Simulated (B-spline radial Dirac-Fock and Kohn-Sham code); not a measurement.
Binding energies of Tl⁶⁰⁺ at several levels of theory

System: thallium as Tl⁶⁰⁺ in the configuration [Ar] 3d3.

The density-functional columns are spherical, spin-unpolarised Dirac-Kohn-Sham results without Breit or QED terms: −ε is minus the orbital energy of the initial state and ΔSCF the difference of two total energies. The reference in the last column comes from relaxed Dirac-Fock hole states (ΔSCF) with Breit and QED corrections and a finite nucleus. All numbers are from a radial finite-basis atomic code, in eV; a selection of levels is shown. The Kohn-Sham columns are given as differences from the reference. For the 1s level of heavy atoms much of the gap between ΔSCF and the reference is the Breit and QED part, -475.9 eV here; for other levels the error of the functional can be larger.

| level | LDA −ε − DF | LDA ΔSCF − DF | Dirac-Fock |
| --- | --- | --- | --- |
| K (1s) | -217.2 | +466.4 | 89952.4 |
| L1 (2s) | -197.9 | -33.5 | 19646.4 |
| L2 (2p1/2) | -142.1 | +59.5 | 19028.0 |
| L3 (2p3/2) | -160.1 | +14.2 | 16957.4 |
| M1 (3s) | -95.8 | -27.0 | 7502.6 |
| M2 (3p1/2) | -62.6 | +10.8 | 7244.4 |
| M3 (3p3/2) | -66.8 | +0.9 | 6720.6 |
| M4,5 (3d) | -73.0 | +4.7 | 6328.2 |

Values without a named source are computed, but for edge energies of neutral atoms, which are taken from tables.
